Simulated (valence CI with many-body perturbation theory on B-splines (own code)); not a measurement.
Ce XIX in brief

Level of theory: relativistic CI+MBPT: four valence electrons over a frozen Dirac-Fock core [Kr], radial functions for each j: 7 s, 7 p, 8 d, 6 f, 4 g, 1 h, with the one-electron correlation potential Σ1 (screened to all orders), the two-electron term Σ2, the three-electron term Σ3, Breit, model QED; selected single and double excitations, second order for the rest, scaled by the run's own slope (own B-spline code, finite nucleus).

No measured spectrum was set against this ion. As an estimate, terms of the open shell hold to 2 to 4 % of their energy, and close levels can change places. The list stops below the first excitations out of the core.

Levels are named by their leading jj configuration (3d3/2^4 stands for four electrons in 3d with j = 3/2), which in mixed levels can hold well under half, so a name can repeat and another be missing.

Rates and lifetimes use the calculated energies. Strong lines usually hold to 10 to 20 %, long lifetimes can be off by a factor of two.

Task: What is the ground level?

Result: (4d3/2^4) J=0, composition 54 % 4d⁴ ⁵D + 40 % 4d⁴ ³P + 5 % 4d⁴ ¹S.

Task: What is the ionisation energy?

Result: 509.7 eV; NIST lists 509 ± 3 eV (theoretical).

Task: How well does LS coupling describe the low levels?

Result: Among the lowest 20 levels the leading LS term, summed over configurations, holds 60 % on average. For single configurations the figures are 59 % in LS and 73 % in jj coupling. Terms mix most in the J = 2 level at 108050 cm⁻¹, where the leading one holds 36 %.

Task: Name the longest-lived excited levels whose lifetime is computed, and their main decay.

Result: (4d3/2^3 4d5/2) J=4 at 40356 cm⁻¹ lives 2.45 s, mostly by M1 to (4d3/2^2 4d5/2^2) J=3.
